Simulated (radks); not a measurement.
Values are calculated unless marked as measured or tabulated.
Neutral neodymium inside a hard spherical wall (all orbitals vanish at R), configuration held at [Xe] 4f4 6s2 and not refilled when levels cross. Level of theory: scalar-relativistic Kohn-Sham, LDA (Slater exchange, Perdew-Wang correlation), spin-unpolarised, spherical densities, point nucleus (a radial shooting solver on a logarithmic mesh with Libxc functionals). Eigenvalues in eV, with the zero of energy where the potential of the charges vanishes at infinity; a dash marks a level that is unbound or too diffuse for the functional's potential to be trusted. A positive occupied level is held by the wall or, in an anion where self-interaction has pushed it up, behind a barrier. The pressure on the wall is -dE/dV.

R (bohr) = free: E (hartree) -9617.0978; kinetic (hartree) 10233.683; e(5s) -40.578; e(5p) -22.165; e(6s) -3.635; e(5d, empty) -2.056; e(4f) -1.941; e(6p, empty) -1.278; pressure (GPa) 0
R (bohr) = 20: E (hartree) -9617.0978; kinetic (hartree) 10233.683; e(5s) -40.578; e(5p) -22.165; e(6s) -3.635; e(5d, empty) -2.056; e(4f) -1.941; e(6p, empty) -1.277; pressure (GPa) < 0.0001
R (bohr) = 15: E (hartree) -9617.0978; kinetic (hartree) 10233.683; e(5s) -40.574; e(5p) -22.161; e(6s) -3.632; e(5d, empty) -2.053; e(4f) -1.937; e(6p, empty) -1.261; pressure (GPa) 0.000285
R (bohr) = 12: E (hartree) -9617.0973; kinetic (hartree) 10233.689; e(5s) -40.532; e(5p) -22.119; e(6s) -3.599; e(5d, empty) -2.015; e(4f) -1.895; e(6p, empty) -1.162; pressure (GPa) 0.00847
R (bohr) = 10: E (hartree) -9617.0942; kinetic (hartree) 10233.714; e(5s) -40.367; e(5p) -21.958; e(6s) -3.462; e(5d, empty) -1.869; e(4f) -1.733; e(6p, empty) -0.862; pressure (GPa) 0.0794
R (bohr) = 7: E (hartree) -9617.0415; kinetic (hartree) 10233.991; e(5s) -39.123; e(5p) -20.751; e(6s) -2.087; e(5d, empty) -0.694; e(4f) -0.490; e(6p, empty) 1.491; pressure (GPa) 2.44
R (bohr) = 4: E (hartree) -9615.9817; kinetic (hartree) 10238.079; e(5s) -31.963; e(5p) -13.913; e(6s) 14.257; e(5d, empty) 8.287; e(4f) 7.496; e(6p, empty) 24.134; pressure (GPa) 198
R (bohr) = 3.5: E (hartree) -9614.9772; kinetic (hartree) 10241.862; e(5s) -27.875; e(5p) -9.718; e(6s) 26.759; e(5d, empty) 14.239; e(4f) 12.453; e(6p, empty) 39.660; pressure (GPa) 552
R (bohr) = 3: E (hartree) -9612.7131; kinetic (hartree) 10250.032; e(5s) -20.538; e(5p) -1.672; e(6s) 51.253; e(5d, empty) 25.512; e(4f) 21.317; e(6p, empty) 68.481; pressure (GPa) 1770
R (bohr) = 2.5: E (hartree) -9607.0517; kinetic (hartree) 10268.974; e(5s) -5.617; e(5p) 15.595; e(6s) 102.87; e(5d, empty) 49.021; e(4f) 37.826; e(6p, empty) 126.41; pressure (GPa) 6680
R (bohr) = 1.5: E (hartree) -9532.6090; kinetic (hartree) 10488.238; e(5s) 157.33; e(5p) 201.66; e(6s) 561.31; e(5d, empty) 269.98; e(4f) 150.93; e(6p, empty) 608.31; pressure (GPa) 232000
